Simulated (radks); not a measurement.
Isoelectronic series with 57 electrons, each ion in its NIST ground configuration. Calculated with a radial shooting solver on a logarithmic mesh with Libxc functionals: non-relativistic Kohn-Sham, r2SCAN, spin-polarised, spherical densities, point nucleus; open shells are filled with parallel spins first (spin-orbit coupling, left out, can overturn this in heavy ions); meta-GGA in the generalised Kohn-Sham scheme. Total energies (hartree) and mean radii <r> (bohr):

| ion | configuration | E (hartree) | 4d down | 4d up | 4p down | 4p up |
|---|---|---|---|---|---|---|
| La | [Xe] 5d1 6s2 | -8223.8585 | 0.7641 | 0.7641 | 0.7058 | 0.7057 |
| Pr2+ | [Xe] 4f3 | -8923.6306 | 0.7266 | 0.7264 | 0.6738 | 0.6740 |
| Pm4+ | [Xe] 4f3 | -9655.0486 | 0.6792 | 0.6783 | 0.6385 | 0.6383 |
| Eu6+ | [Kr] 4d10 4f5 5s2 5p4 | -10417.7769 | 0.6460 | 0.6455 | 0.6114 | 0.6110 |
| Tb8+ | [Kr] 4d10 4f7 5s2 5p2 | -11213.0057 | 0.6170 | 0.6158 | 0.5870 | 0.5862 |
| Ho10+ | [Kr] 4d10 4f9 5s2 | -12040.2170 | 0.5904 | 0.5887 | 0.5642 | 0.5634 |
| Tm12+ | [Kr] 4d10 4f9 5s2 | -12899.5971 | 0.5589 | 0.5571 | 0.5392 | 0.5382 |
| Lu14+ | [Kr] 4d10 4f10 5s1 | -13790.8070 | 0.5328 | 0.5322 | 0.5177 | 0.5172 |
| Ta16+ | [Kr] 4d10 4f11 | -14714.4664 | 0.5100 | 0.5090 | 0.4982 | 0.4976 |
| Re18+ | [Kr] 4d10 4f11 | -15669.4781 | 0.4860 | 0.4850 | 0.4780 | 0.4774 |
| Ir20+ | [Kr] 4d10 4f11 | -16655.9382 | 0.4641 | 0.4632 | 0.4593 | 0.4587 |
| Au22+ | [Kr] 4d10 4f11 | -17673.8168 | 0.4440 | 0.4431 | 0.4419 | 0.4413 |
